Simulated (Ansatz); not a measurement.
Bond stretch in Al2, triplet.

Methods: ROHF/cc-pVTZ (Ansatz, an electronic-structure program); ROMP2 = MP2 on ROHF/cc-pVTZ, frozen core (Ansatz); ROCCSD = CCSD on ROHF/cc-pVTZ, frozen core in Ansatz; ROCCSD(T) = Ansatz with CCSD(T) on ROHF/cc-pVTZ, frozen core; UHF/cc-pVTZ (Ansatz); UMP2 = MP2 on UHF/cc-pVTZ, frozen core (Ansatz); UCCSD = CCSD on UHF/cc-pVTZ, frozen core (Ansatz); UCCSD(T) = CCSD(T) on UHF/cc-pVTZ, frozen core (Ansatz); ROCCSDT = CCSDT on ROHF/cc-pVTZ, frozen core (Ansatz); UCCSDT = CCSDT on UHF/cc-pVTZ, frozen core (Ansatz); UCCSDT(Q) = CCSDT(Q) on UHF/cc-pVTZ, frozen core (Ansatz); UKS-PBE0 = unrestricted PBE0/cc-pVTZ run with Ansatz; FCI = Ansatz with full CI/cc-pVTZ, frozen core.

All curves are set to zero at 2.73 Å and compared with full CI in the same basis at 2.73, 2.81, 2.92, 3.04, 3.16, 3.39, 3.67, 4.16, 4.51, 4.88, 5.43, 6.01, 6.83, 7.43, 8.29 Å.

Task: Order the methods by the spread of their error (largest minus smallest) over these points.

Result: UCCSDT(Q) has the smallest spread and UHF the largest. In order (eV): UCCSDT(Q) 0.0317, ROCCSDT 0.0448, UCCSDT 0.0519, ROCCSD(T) 0.1259, UCCSD(T) 0.1340, UKS-PBE0 0.1621, ROCCSD 0.1983, UCCSD 0.2117, ROMP2 0.2134, UMP2 0.2484, ROHF 0.5470, UHF 0.6044.

Errors against full CI at some of the points (eV):

```tsv
method	3.39 Å	4.16 Å	5.43 Å	6.83 Å	8.29 Å
UCCSDT(Q)	0.001	0.011	0.019	0.001	-0.003
ROCCSDT	0.003	0.025	0.010	-0.010	-0.014
UCCSDT	0.006	0.034	0.012	-0.009	-0.014
ROCCSD(T)	0.018	0.093	-0.003	-0.028	-0.033
UCCSD(T)	0.031	0.099	-0.005	-0.030	-0.035
UKS-PBE0	-0.012	0.085	0.149	0.142	0.139
ROCCSD	0.023	0.027	-0.108	-0.136	-0.141
UCCSD	0.037	0.028	-0.111	-0.139	-0.144
ROMP2	0.077	0.111	-0.022	-0.045	-0.049
UMP2	0.131	0.103	-0.040	-0.066	-0.070
ROHF	-0.054	-0.286	-0.504	-0.541	-0.547
UHF	-0.046	-0.328	-0.559	-0.598	-0.604
```

The scan ran from 2.17 to 8.29 Å; beyond the distances shown full CI changes its symmetry label. The T1 diagnostic of CCSD on the restricted reference of ROMP2, ROCCSD, ROCCSD(T), ROCCSDT exceeds 0.045 at 3.67 Å.
